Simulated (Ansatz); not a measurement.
`CC1(C)COC1=O` → `CC(=O)CC(C)=O`  (isomerisation)

Gas-phase electronic energies from Ansatz, PBE0-D4/def2-TZVP geometries. CCSD(T)/CBS adds triple-zeta CCSD(T) − MP2 to the extrapolated MP2 energy (def2 sets, frozen cores). DFT in def2-TZVPP. One conformer a species, not always the lowest.

`CC1(C)COC1=O`:

```xyz
15

C     0.050    1.043    1.110
C     0.028   -0.013    0.022
C    -0.593   -1.315    0.491
C    -0.398    0.469   -1.372
O     0.944    0.237   -1.883
C     1.377   -0.200   -0.667
O     2.462   -0.574   -0.374
H     0.631    0.691    1.965
H     0.499    1.974    0.758
H    -0.965    1.258    1.452
H    -0.603   -2.066   -0.303
H    -0.028   -1.721    1.332
H    -1.622   -1.149    0.820
H    -1.121   -0.157   -1.896
H    -0.663    1.523   -1.455
```

`CC(=O)CC(C)=O`:

```xyz
15

C     1.600    1.305   -0.842
C     0.793    0.869    0.343
O     1.269    0.666    1.431
C    -0.691    0.637    0.086
C    -0.847   -0.819   -0.336
C    -1.061   -1.801    0.775
O    -0.756   -1.137   -1.494
H     1.300    2.316   -1.132
H     2.662    1.290   -0.605
H     1.382    0.655   -1.695
H    -1.232    0.835    1.011
H    -1.050    1.267   -0.727
H    -2.044   -1.630    1.224
H    -0.322   -1.633    1.563
H    -1.002   -2.820    0.398
```

```csv
level,ΔE (kJ/mol),difference from CCSD(T)/CBS
BLYP-D4,-33.2,-20.3
r2SCAN-D4,-15.9,-3.0
B97M-V,-18.8,-5.9
BHLYP-D4,-22.8,-9.9
ωB97M-V,-12.2,0.7
PBE,-14.0,-1.1
revPBE,-20.6,-7.7
r2SCAN,-16.2,-3.3
r2SCAN0,-10.1,2.8
HF/def2-TZVPP,-36.6,-23.7
MP2/def2-TZVPP,-4.0,8.9
CCSD/def2-TZVPP,-12.8,0.1
CCSD(T)/def2-TZVPP,-10.6,2.3
HF/def2-QZVPP,-37.3,-24.4
MP2/def2-QZVPP,-5.6,7.3
SCS-MP2/def2-QZVPP,-12.0,0.9
CCSD(T)/CBS,-12.9,0
```

Largest T1 diagnostic among the species: 0.015.

Leaving LDA and LC-ωPBE aside and taking each functional with its dispersion term where it has one, the values, not all of them listed here, spread over 32.3 kJ/mol, from BLYP-D4 to PBE-QIDH. LDA lies +23.6 kJ/mol from PBE without D4. In def2-TZVPP, CCSD(T) changes the Hartree–Fock value by +25.9 kJ/mol (the triples alone add +2.1 kJ/mol) and MP2 by +32.6 kJ/mol.
